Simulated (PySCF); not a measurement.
**Working out the ionisation energy of Br**

Br [Ar] 3d10 4s2 4p5 (2P) → Br⁺ [Ar] 3d10 4s2 4p4 (3P). Calculation: PySCF 2.14, in pcseg-2 (6s5p3d1f, 43 functions); the non-relativistic Hamiltonian (point nucleus). Frozen: [Ar] 3d10. Energies in hartree (1 hartree = 27.21139 eV):

| part | Br (lower) | Br⁺ (upper) |
| --- | --- | --- |
| UHF | -2572.417594 | -2572.021900 |
| CCSD correlation | -0.152531 | -0.122864 |
| (T) | -0.004449 | -0.003244 |

Problem. What does Hartree-Fock give?

Solution. (-2572.021900) − (-2572.417594) = 0.395694 hartree = 10.767 eV.

Problem. What do CCSD and CCSD(T) give?

Solution. The CCSD correlation energies differ by 0.029667 hartree = 0.807 eV and the triples by 0.001205 hartree = 0.033 eV, so CCSD gives 11.574 eV and CCSD(T) 11.607 eV.

Measured between the centres of the two terms (NIST): 11.844 eV, so CCSD(T) (valence) is off by -0.237 eV.

The calculation is non-relativistic.

What remains against the reference includes basis incompleteness, the frozen core and higher excitations.
